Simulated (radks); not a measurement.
Values are calculated unless marked as measured or tabulated.
Problem. The mean radii <r> (bohr) of the occupied orbitals of an atom or ion are listed with their occupations. Code: a radial shooting solver on a logarithmic mesh with Libxc functionals. Model: Dirac Kohn-Sham, PBE, spin-unpolarised, spherical densities, finite nucleus; Fermi nuclear charge, rms radius of each element as measured or else 0.836 A^(1/3) + 0.57 fm.

| orbital | occ. | <r> |
|---|---|---|
| 1s1/2 | 2 | 0.01715 |
| 2s1/2 | 2 | 0.07171 |
| 2p1/2 | 2 | 0.05906 |
| 2p3/2 | 4 | 0.06749 |
| 3s1/2 | 2 | 0.1866 |
| 3p1/2 | 2 | 0.1768 |
| 3p3/2 | 4 | 0.1923 |
| 3d3/2 | 4 | 0.1676 |
| 3d5/2 | 6 | 0.1723 |
| 4s1/2 | 2 | 0.4150 |
| 4p1/2 | 2 | 0.4179 |
| 4p3/2 | 4 | 0.4517 |
| 4d3/2 | 4 | 0.4617 |
| 4d5/2 | 6 | 0.4729 |
| 5s1/2 | 2 | 0.9526 |
| 4f5/2 | 6 | 0.5124 |
| 4f7/2 | 8 | 0.5197 |
| 5p1/2 | 2 | 1.032 |
| 5p3/2 | 4 | 1.130 |
| 5d3/2 | 3.2 | 1.526 |
| 5d5/2 | 4.8 | 1.581 |

Name the element and its charge. Open shells, if any, are shared by 2j + 1.

Solution. Z = 78, platinum, charge +2: Pt2+ in [Xe] 4f14 5d8. The 1s radius gives Z: for a bare nucleus <r> = (2 gamma + 1)/(2Z) with gamma = sqrt(1 - (Z/c)^2), 0.01695 bohr for Z = 78, and screening makes it slightly larger (0.01715 here). The occupations add up to 76, and the charge is Z minus that.
